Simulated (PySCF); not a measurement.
Gas-phase reaction: K2 + 2 NH2 → 2 KH + 2 NH

Energies from PySCF (xtb for GFN2), thermal terms from the rigid-rotor harmonic-oscillator model, ideal gas at 1 bar. The comparison is the NASA 1993 polynomial table, which mixes measured and estimated data. After a fit of one offset per element over all species, the range-separated, M06-2X, PBE0/def2-QZVP and CCSD(T)/def2-TZVPP enthalpies, where run, lie to one side of the table for K2 (-20 kJ/mol): a fault of the table's entry, another state or a shared error of the levels is possible; this was not checked at source. † marks an energy on the PBE0/def2-TZVP geometry and frequencies; other levels use their own. MP2 and CCSD(T) freeze the core. 6-31G* has spherical d functions here. Open shells (unrestricted): NH2 (multiplicity 2), NH (multiplicity 3); the rest are closed-shell singlets. GFN2 has no spin-polarisation term. B3LYP is the form with VWN-RPA correlation. For K the outer core is correlated in a valence basis, which is rough. For this reaction the table lies outside the span of B3LYP, CCSD(T), M06-2X, MP2, PBE0, r2SCAN, ωB97M-V, ωB97X-V in their largest bases here; which side is off was not settled. MP2 isn't extrapolated to the basis-set limit; its ΔH°(298 K) is 500.6 kJ in def2-SVP and 512.9 kJ in def2-TZVPP. CCSD(T) isn't extrapolated to the basis-set limit; its ΔH°(298 K) is 482.7 kJ in def2-SVP and 484.4 kJ in def2-TZVPP. The harmonic model lacks anharmonicity and excited electronic states, which grow with temperature; levels with a mode under 35 cm⁻¹ are left out. The table's entry may be an old estimate for K2, NH2, KH, NH (not checked at source). Warning, large T1 diagnostic: KH (CCSD(T)/def2-SVP†).

```
level              ΔH°(298 K), kJ  minus table  ΔG°(1600 K), kJ
-----------------  --------------  -----------  ---------------
table                       458.1            -            247.0
B3LYP/def2-TZVP†            478.2         20.1            265.9
CCSD(T)/def2-SVP†           482.7         24.6            270.4
GFN2-xTB                    455.3         -2.8            246.3
HF/6-31G*                   328.0       -130.1            114.6
MP2/def2-SVP†               500.6         42.5            288.3
PBE/def2-SVP                509.4         51.3            297.8
PBE/def2-TZVP†              508.0         49.9            295.7
PBE0/def2-QZVP†             493.4         35.3            281.2
PBE0/def2-SVP†              495.3         37.2            283.0
r2SCAN/def2-TZVP†           472.9         14.8            260.6
```
